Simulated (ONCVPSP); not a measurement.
## Cr (Z = 24): one change to an ONCV potential, before and after

- Element: chromium
- Generator: ONCVPSP 4.0.1
- Type: optimised norm-conserving Vanderbilt (ONCV)
- Functional: LDA (Perdew-Wang 92)
- Relativity: scalar-relativistic
- Frozen core: [Ne]
- Valence charge: 14
- Reference configuration: 3s2 3p6 3d5 4s1
- Partial waves: 3s+4s: rc 1.80 bohr, ncon 4, nbas 8, qcut 6.8 1/bohr, 2 projectors; 3p: rc 1.45 bohr, ncon 4, nbas 8, qcut 9.2 1/bohr, 2 projectors, debl 3.2 Ha; 3d: rc 1.05 bohr, ncon 4, nbas 7, qcut 9 1/bohr, 3 projectors, debl 3.4 Ha
- Local potential: polynomial inside 1.00 bohr (lpopt 5, dvloc0 6 Ha)
- Core correction: none

All-electron outer shells of the reference configuration (LDA (PZ), scalar-relativistic, ld1.x):

| shell | level (eV) | outermost node (bohr) | outermost maximum (bohr) |
| --- | --- | --- | --- |
| 2p | -560.31 | – | 0.20 |
| 3s | -73.56 | 0.36 | 0.78 |
| 3p | -45.35 | 0.33 | 0.80 |
| 4s | -4.20 | 1.12 | 2.74 |
| 3d | -3.13 | – | 0.84 |

Change: local potential polynomial inside 1.00 bohr (lpopt 5, dvloc0 -2 Ha).

Cutoffs: the cutoffs (Ha) at which the residual kinetic energy of the hardest occupied pseudo-wave falls to 1 and 0.1 mHa per electron; they do not see the model core or the augmentation charge, which bear on the density cutoff. Errors are all-electron minus pseudo energies relative to the spin-unpolarised reference configuration.

Task: How do hardness, ghosts and transferability respond?

Result: The potential gets neither clearly harder nor softer (144 Ha and 168 Ha → 144 Ha and 168 Ha); a bound ghost appears in d, which as a rule spoils a file; of the 3 tests that both files solve, the error grows in 1 and shrinks in 0 by more than 15 % and 0.3 meV (median size 0.7 → 1.3 meV). In the separable form a ghost depends on how the local part lies against the semilocal potential of the channel, so the choice of the local part can create or remove one.

```csv
quantity,base,changed
"cutoff, loose",144 Ha,144 Ha
"cutoff, tight",168 Ha,168 Ha
bound ghosts,none,d
GHOST(+) flags under 300 eV,none,none
tests with a reliable result,3 of 4,3 of 4
"error for 3s2 3p6 3d5 4s0, meV [ΔE 7.13 eV]",+0.7,+0.8
"error for 3s2 3p6 3d4 4s0, meV [ΔE 23.48 eV]",0.0,+1.3
"error for 3s1 3p6 3d5 4s1, meV [ΔE 79.87 eV]",-208,-207
s: phases at 1.83 bohr within 0.05 rad from the reference energy up to (Ha; the scan ends near 5),to the end of the scan,to the end of the scan
p: phases at 1.47 bohr within 0.05 rad from the reference energy up to (Ha; the scan ends near 5),to the end of the scan,to the end of the scan
d: phases at 1.07 bohr within 0.05 rad from the reference energy up to (Ha; the scan ends near 5),to the end of the scan,to the end of the scan
```

 A true bound ghost makes a file unfit for plane-wave use even where its test errors are small: the radial tests pick states by their node count and pass the ghost by.
